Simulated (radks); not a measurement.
Values are calculated unless marked as measured or tabulated.
Isoelectronic series with 12 electrons, each ion in its NIST ground configuration. Code: a radial shooting solver on a logarithmic mesh with Libxc functionals. Model: Dirac Kohn-Sham, PBE, spin-unpolarised, spherical densities, point nucleus. Total energies (hartree) and mean radii <r> (bohr):

| ion | configuration | E (hartree) | 3s1/2 | 2p3/2 | 2p1/2 |
|---|---|---|---|---|---|
| Mg | [Ne] 3s2 | -200.27996 | 3.150 | 0.6902 | 0.6879 |
| Al+ | [Ne] 3s2 | -242.47319 | 2.377 | 0.6037 | 0.6015 |
| Si2+ | [Ne] 3s2 | -288.96505 | 1.951 | 0.5369 | 0.5347 |
| P3+ | [Ne] 3s2 | -339.74867 | 1.670 | 0.4837 | 0.4815 |
| S4+ | [Ne] 3s2 | -394.82466 | 1.466 | 0.4403 | 0.4380 |
| Cl5+ | [Ne] 3s2 | -454.19720 | 1.310 | 0.4041 | 0.4018 |
| Ar6+ | [Ne] 3s2 | -517.87265 | 1.186 | 0.3734 | 0.3711 |
| K7+ | [Ne] 3s2 | -585.85890 | 1.084 | 0.3471 | 0.3448 |
| Ca8+ | [Ne] 3s2 | -658.16505 | 0.9989 | 0.3243 | 0.3219 |
